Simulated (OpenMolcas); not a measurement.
An OpenMolcas run meant for Ar VII (ANO-R3, X2C; inactive shells 1s 2s 2p; intended active space 2 electrons in 8 orbitals (3s 3p 4s 4p)). One step of its input:

```
&CASPT2
Multistate=1 1
Frozen=1 0
IPEA=0.25
Imaginary=1.5
MaxIter=60
WThr=0.0 0.3 0.05
PrWF=0.5
NoMix
```

The run finished. Its levels beside those of a sound run (SS-CASPT2, IPEA 0.25 Eh, imaginary shift 0.1 Eh (closed shells correlated: 2s 2p)), in cm⁻¹ above each run's lowest level:

```tsv
Level	This run	Usual run
3s² ¹S₀	0.0	0.0
3s 3p ³P°₀	113176	113001
3s 3p ³P°₁	113920	113744
3s 3p ³P°₂	115464	115289
3s 3p ¹P°₁	173348	172077
```

Problem. Which setting is unsound, and how much does it matter here?

Solution. The level shift is far above the usual 0.1 to 0.3 hartree and damps the second-order energy. Against the sound run the excited levels shown move by 450 cm-1 on average and by 1300 cm-1 at most.

Active for correlation alone: 4p 4s; no level in the range computed is led by a configuration that fills them, so any true level of that kind is missing. Levels of configurations outside the active space are missing.

° marks odd parity.
